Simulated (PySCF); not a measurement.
## Se: ionisation energy

Se [Ar] 3d10 4s2 4p4 (3P) → Se⁺ [Ar] 3d10 4s2 4p3 (4S), as a difference of total energies. Computed with PySCF 2.14 in pcseg-2 (6s5p3d1f, 43 functions), with no relativity, point nucleus. Correlated levels: valence: [Ar] 3d10 frozen. The calculations carry no spin-orbit coupling.

Order these methods by the ionisation energy they give, lowest first.
A. SCS-MP2 (valence)
B. TPSS
C. UHF
D. CCSD (valence)

C (8.595 eV), A (9.315 eV), D (9.364 eV), B (9.704 eV).

These non-relativistic numbers lack the scalar-relativistic shift.

Errors of the correlated levels include the incompleteness of this basis and the frozen core.

For comparison: 9.635 eV (measured; NIST levels, between the centres of gravity of the two terms).
